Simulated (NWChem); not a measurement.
System: H2 cation, doublet

Input file for NWChem:

```
start job
memory heap 200 mb stack 900 mb global 1100 mb
charge 1
geometry units angstroms noautosym nocenter noautoz
  H      0.000000     0.000000    -0.550426
  H      0.000000     0.000000     0.550426
end
basis spherical
  H library def2-svp
end
dft
  odft
  mult 2
  xc xpbe96 cpbe96
  iterations 150
end
cosmo
  do_cosmo_smd true
  solvent acetntrl
end
task dft energy
```

All runs use the structure optimised with PBE0/def2-SVP, spin-unrestricted. No stability test was run on the SCF state. Solvent: acetonitrile.

Level: PBE/def2-SVP with SMD (1 M gas to 1 M solution), gas-phase geometry. Reactions with the solvent are ignored.

What results follow from this input? (PBE/def2-SVP, spin-unrestricted, SMD on the gas-phase geometry.) Quantities: solvation free energy (kcal/mol); cavity-dispersion-structure term (kcal/mol).


| Quantity | Result |
|---|---|
| solvation free energy (kcal/mol) | -113.2 |
| cavity-dispersion-structure term (kcal/mol) | 0.6 |
